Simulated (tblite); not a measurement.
A geometry optimisation, step by step.

C4H13P2Si (charge -1).
Bonds: C1–Si2, Si2–C3, Si2–P4, P4–C5, C5–C6, C6–P7. Hydrogens: H8, H9, H10 on C1; H11 on Si2; H12, H13, H14 on C3; H15, H16 on C5; H17, H18 on C6; H19, H20 on P7.

Computed with GFN2-xTB (tblite), gas phase: L-BFGS steps from a force-field or distance-geometry start until the largest atomic force falls under 0.01 eV/Å. 8 of its 225 geometries are shown.

Step 0: E = -600.5627 eV, largest atomic force 2.440 eV/Å
```
atom  x, y, z in Å  |  force x, y, z in eV/Å
C1     -2.011    1.271   -0.265    0.281   0.831   0.802
Si2    -1.744   -0.394   -1.067    1.788  -0.114  -0.167
C3     -2.645   -1.636   -0.001   -2.129  -0.074   0.512
P4      0.391   -0.768   -1.029    0.291  -1.380  -1.242
C5      1.106    0.438    0.134   -1.421   1.187   0.382
C6      2.476    0.082    0.598    1.575   0.820   1.003
P7      3.675   -0.053   -0.829   -1.047  -1.282  -1.793
H8     -1.307    1.979   -0.775   -1.056  -0.330   0.683
H9     -1.676    1.151    0.803   -0.393   0.436  -1.010
H10    -3.062    1.600   -0.261    0.633   0.234  -0.069
H11    -2.289   -0.408   -2.413   -0.300   0.037  -0.318
H12    -2.011   -2.215    0.670   -0.209   0.009  -0.371
H13    -3.282   -2.280   -0.649    0.620   0.061   0.649
H14    -3.379   -1.054    0.623    0.552  -0.695  -0.268
H15     0.409    0.489    0.998    0.518   0.025   0.037
H16     1.056    1.464   -0.315    0.415  -0.478   0.188
H17     2.829    0.930    1.250   -0.025  -0.520  -0.064
H18     2.511   -0.852    1.210   -0.069   0.487  -0.705
H19     4.712   -0.992   -0.391   -0.249   1.501   0.456
H20     4.236    1.259   -1.113    0.225  -0.757   1.298
```

Step 32: E = -601.9509 eV, largest atomic force 0.224 eV/Å
```
atom  x, y, z in Å  |  force x, y, z in eV/Å
C1     -2.068    1.340   -0.234   -0.008   0.026  -0.014
Si2    -1.560   -0.364   -0.975   -0.006   0.015  -0.002
C3     -2.681   -1.620   -0.014    0.036  -0.019   0.008
P4      0.566   -0.801   -1.115    0.008   0.022   0.094
C5      1.157    0.428    0.180    0.046   0.024   0.037
C6      2.557    0.016    0.602    0.029   0.055  -0.054
P7      3.563   -0.381   -0.898    0.068   0.012   0.021
H8     -1.518    2.147   -0.711    0.077  -0.029  -0.017
H9     -1.867    1.401    0.833    0.000  -0.047  -0.012
H10    -3.124    1.543   -0.387   -0.044  -0.043   0.040
H11    -2.190   -0.330   -2.317   -0.036   0.004  -0.076
H12    -2.097   -2.234    0.664    0.055   0.050   0.066
H13    -3.160   -2.309   -0.706   -0.022   0.081  -0.036
H14    -3.462   -1.131    0.568    0.047  -0.024  -0.073
H15     0.486    0.457    1.044    0.076  -0.051   0.015
H16     1.177    1.436   -0.255    0.053  -0.050   0.013
H17     3.067    0.783    1.205   -0.053  -0.038   0.013
H18     2.513   -0.921    1.175   -0.022   0.120  -0.037
H19     4.791   -0.393   -0.188   -0.111  -0.014  -0.056
H20     3.846    0.943   -1.293   -0.192  -0.093   0.069
```

Step 64: E = -602.0742 eV, largest atomic force 0.170 eV/Å
```
atom  x, y, z in Å  |  force x, y, z in eV/Å
C1     -1.998    1.358   -0.261    0.013  -0.032   0.001
Si2    -1.460   -0.323   -1.024   -0.096   0.041  -0.052
C3     -2.596   -1.596   -0.127    0.002   0.045  -0.026
P4      0.633   -0.880   -0.825    0.015  -0.012   0.093
C5      1.152    0.420    0.416    0.026   0.011   0.036
C6      2.581    0.025    0.725   -0.021   0.018   0.021
P7      3.237   -0.562   -0.893   -0.007  -0.152  -0.076
H8     -1.449    2.184   -0.705   -0.011  -0.020   0.004
H9     -1.790    1.362    0.805    0.016   0.031   0.012
H10    -3.060    1.550   -0.387    0.014  -0.009  -0.043
H11    -1.929   -0.256   -2.435   -0.074   0.005   0.057
H12    -2.021   -2.079    0.657   -0.069  -0.063   0.001
H13    -2.950   -2.368   -0.804    0.067  -0.002  -0.021
H14    -3.469   -1.137    0.329   -0.028   0.041  -0.001
H15     0.527    0.459    1.314    0.002  -0.084  -0.009
H16     1.143    1.419   -0.041   -0.042  -0.029  -0.044
H17     3.183    0.829    1.161    0.052   0.032   0.027
H18     2.594   -0.839    1.398    0.029   0.032   0.055
H19     4.590   -0.201   -0.566    0.062   0.057  -0.012
H20     3.076    0.647   -1.560    0.052   0.092  -0.022
```

Step 96: E = -602.1867 eV, largest atomic force 0.168 eV/Å
```
atom  x, y, z in Å  |  force x, y, z in eV/Å
C1     -1.794    1.325   -0.215    0.016   0.011   0.027
Si2    -1.295   -0.429   -0.825    0.070  -0.002   0.107
C3     -2.770   -1.571   -0.394   -0.018  -0.002  -0.033
P4      0.550   -1.264    0.002   -0.049   0.018   0.005
C5      1.206    0.266    0.860    0.071  -0.009   0.017
C6      2.713    0.230    0.670   -0.039  -0.050  -0.068
P7      2.948   -0.651   -0.945   -0.015   0.086   0.020
H8     -1.184    2.079   -0.707    0.003   0.014   0.024
H9     -1.642    1.428    0.854   -0.006  -0.001   0.044
H10    -2.834    1.558   -0.426   -0.016  -0.035  -0.019
H11    -1.343   -0.208   -2.295   -0.099  -0.067  -0.118
H12    -2.697   -1.926    0.630   -0.016   0.027  -0.046
H13    -2.757   -2.443   -1.040   -0.013   0.002  -0.002
H14    -3.731   -1.076   -0.514    0.057  -0.009  -0.030
H15     0.922    0.259    1.915    0.014   0.086   0.095
H16     0.806    1.169    0.399   -0.033  -0.004  -0.007
H17     3.161    1.229    0.625    0.069   0.011   0.103
H18     3.207   -0.345    1.462   -0.002   0.015  -0.069
H19     4.213    0.046   -1.179    0.016  -0.023   0.014
H20     2.315    0.336   -1.699   -0.011  -0.068  -0.064
```

Step 128: E = -602.2521 eV, largest atomic force 0.063 eV/Å
```
atom  x, y, z in Å  |  force x, y, z in eV/Å
C1     -1.740    1.313   -0.137    0.001  -0.013   0.019
Si2    -1.156   -0.446   -0.656    0.026  -0.005  -0.019
C3     -2.694   -1.574   -0.595    0.008  -0.032  -0.022
P4      0.463   -1.243    0.569   -0.031  -0.014   0.005
C5      1.294    0.357    1.096   -0.006  -0.002  -0.029
C6      2.716    0.269    0.576    0.021  -0.037  -0.024
P7      2.587   -0.735   -0.978    0.009   0.023   0.021
H8     -1.081    2.073   -0.550   -0.030  -0.003   0.002
H9     -1.718    1.415    0.944   -0.043   0.019   0.009
H10    -2.750    1.530   -0.476    0.020  -0.020   0.005
H11    -0.961   -0.252   -2.131   -0.001   0.017  -0.008
H12    -2.999   -1.803    0.420    0.023   0.026   0.017
H13    -2.494   -2.515   -1.096    0.040   0.004   0.017
H14    -3.531   -1.105   -1.101   -0.053   0.031  -0.013
H15     1.266    0.470    2.184   -0.011   0.004   0.034
H16     0.784    1.209    0.650   -0.023   0.056   0.006
H17     3.197    1.243    0.413   -0.018  -0.052  -0.002
H18     3.337   -0.309    1.271    0.039   0.022  -0.010
H19     3.727   -0.030   -1.567    0.007  -0.006  -0.013
H20     1.749    0.146   -1.659    0.022  -0.018   0.007
```

Step 160: E = -602.2682 eV, largest atomic force 0.038 eV/Å
```
atom  x, y, z in Å  |  force x, y, z in eV/Å
C1     -1.903    1.334   -0.073   -0.010  -0.010   0.012
Si2    -1.148   -0.347   -0.625    0.012   0.014  -0.014
C3     -2.620   -1.559   -0.658   -0.008   0.007   0.036
P4      0.425   -1.156    0.648   -0.010  -0.030   0.007
C5      1.363    0.404    1.112   -0.032  -0.005  -0.006
C6      2.758    0.240    0.531   -0.009   0.011  -0.004
P7      2.547   -0.867   -0.939    0.005  -0.023  -0.027
H8     -1.266    2.167   -0.357    0.005   0.002   0.023
H9     -2.034    1.368    1.004    0.028   0.003   0.007
H10    -2.878    1.493   -0.528    0.014   0.004  -0.010
H11    -0.895   -0.079   -2.080   -0.002   0.023  -0.011
H12    -3.015   -1.709    0.341   -0.020  -0.012  -0.010
H13    -2.315   -2.526   -1.039    0.008  -0.001  -0.014
H14    -3.422   -1.183   -1.287    0.010  -0.015   0.001
H15     1.388    0.515    2.202    0.003   0.026  -0.011
H16     0.868    1.282    0.693    0.000   0.011  -0.002
H17     3.245    1.187    0.267   -0.002   0.000   0.002
H18     3.411   -0.291    1.235   -0.001   0.010   0.003
H19     3.723   -0.280   -1.590    0.010   0.011   0.013
H20     1.762    0.015   -1.679    0.000  -0.027   0.004
```

Step 192: E = -602.2838 eV, largest atomic force 0.015 eV/Å
```
atom  x, y, z in Å  |  force x, y, z in eV/Å
C1     -2.025    1.318    0.137    0.007   0.012   0.002
Si2    -1.169   -0.251   -0.574    0.005  -0.005   0.005
C3     -2.556   -1.543   -0.774   -0.005   0.002   0.003
P4      0.399   -1.060    0.701   -0.006   0.010   0.004
C5      1.375    0.512    1.017   -0.007  -0.008  -0.003
C6      2.764    0.275    0.441    0.001   0.005  -0.002
P7      2.581   -1.089   -0.802   -0.003   0.006   0.003
H8     -1.361    2.178    0.099   -0.009  -0.007   0.010
H9     -2.304    1.166    1.175    0.003   0.004  -0.004
H10    -2.924    1.571   -0.419   -0.004  -0.002  -0.001
H11    -0.882    0.197   -1.979    0.002  -0.005  -0.003
H12    -3.136   -1.636    0.137    0.005  -0.002   0.002
H13    -2.136   -2.516   -0.999   -0.006  -0.002  -0.014
H14    -3.235   -1.272   -1.577    0.004   0.000   0.003
H15     1.414    0.726    2.090    0.008   0.003  -0.009
H16     0.895    1.359    0.524    0.000   0.001   0.005
H17     3.211    1.170   -0.009   -0.003   0.005  -0.005
H18     3.456   -0.089    1.210   -0.001  -0.008   0.013
H19     3.795   -0.638   -1.491    0.005  -0.001  -0.007
H20     1.834   -0.367   -1.730    0.004  -0.007   0.000
```

Step 224: E = -602.2881 eV, largest atomic force 0.009 eV/Å
```
atom  x, y, z in Å  |  force x, y, z in eV/Å
C1     -2.071    1.318    0.158    0.002  -0.002   0.001
Si2    -1.168   -0.226   -0.550   -0.004   0.002  -0.002
C3     -2.525   -1.539   -0.806   -0.003  -0.008  -0.001
P4      0.383   -0.998    0.768    0.001  -0.004  -0.001
C5      1.384    0.574    0.992    0.004   0.005   0.001
C6      2.767    0.287    0.422    0.004   0.006   0.003
P7      2.572   -1.170   -0.709    0.001  -0.001   0.002
H8     -1.417    2.185    0.167   -0.004  -0.002   0.004
H9     -2.389    1.139    1.181    0.001   0.003  -0.001
H10    -2.952    1.573   -0.427    0.004   0.000  -0.004
H11    -0.855    0.237   -1.945    0.000  -0.001  -0.001
H12    -2.922   -1.878    0.145    0.002   0.004  -0.007
H13    -2.127   -2.405   -1.323    0.000   0.006   0.004
H14    -3.348   -1.144   -1.394    0.002   0.001   0.006
H15     1.434    0.844    2.052    0.003  -0.002  -0.001
H16     0.913    1.402    0.460   -0.008  -0.001  -0.001
H17     3.210    1.142   -0.102    0.000  -0.004  -0.001
H18     3.466   -0.017    1.211   -0.001  -0.001  -0.005
H19     3.798   -0.791   -1.422   -0.001   0.000   0.001
H20     1.842   -0.521   -1.701   -0.001   0.001   0.003
```

Q: Summarise the path.

A: The energy falls by 39.79 kcal/mol from step 0 to step 224; nine tenths of that is first reached at step 78. It falls at every step. The largest force goes from 2.440 to 0.009 eV/Å. Among the bonds P7–H20 changes most, from 1.455 to 1.392 Å; the atoms move by 1.354 Å rms after alignment.

Q: Follow the three bonds and two angles with the largest change from start to end.

A: 
```csv
step,E above end (kcal/mol),largest force (eV/Å),P7–H20 (Å),C1–Si2 (Å),P4–C5 (Å),H19–P7–H20 (°),C6–P7–H19 (°)
0,39.79,2.440,1.455,1.867,1.822,111.3,105.8
10,10.65,0.243,1.405,1.920,1.879,87.2,96.2
19,9.67,0.185,1.413,1.920,1.877,89.8,93.9
29,8.31,0.379,1.402,1.911,1.872,87.7,94.6
39,7.10,0.117,1.402,1.923,1.880,89.9,93.1
49,5.96,0.172,1.399,1.917,1.873,88.5,94.6
58,5.35,0.124,1.401,1.921,1.871,89.1,93.5
68,4.65,0.198,1.401,1.919,1.870,88.5,92.6
78,3.94,0.098,1.398,1.922,1.868,88.8,91.9
88,3.33,0.312,1.400,1.923,1.872,88.8,92.0
97,2.17,0.142,1.397,1.923,1.875,88.6,91.3
107,1.70,0.108,1.396,1.923,1.879,88.7,91.0
117,1.27,0.113,1.395,1.916,1.882,88.2,91.2
127,0.86,0.081,1.395,1.925,1.880,87.7,91.4
136,0.73,0.044,1.393,1.924,1.879,87.8,91.4
146,0.59,0.050,1.393,1.924,1.879,87.8,91.5
156,0.48,0.030,1.393,1.924,1.879,88.0,91.1
166,0.32,0.129,1.392,1.926,1.880,88.2,91.3
175,0.14,0.031,1.392,1.924,1.878,88.3,91.0
185,0.10,0.019,1.392,1.923,1.877,88.3,90.5
195,0.10,0.018,1.392,1.923,1.877,88.4,90.4
205,0.08,0.030,1.392,1.924,1.877,88.3,90.4
214,0.02,0.031,1.392,1.923,1.876,88.4,90.4
224,0.00,0.009,1.392,1.923,1.877,88.4,90.3
```

The cost below is that of the whole relaxation. On one thread, Arm Neoverse N1 (aarch64), shared host, this took 3.6 s of wall time.
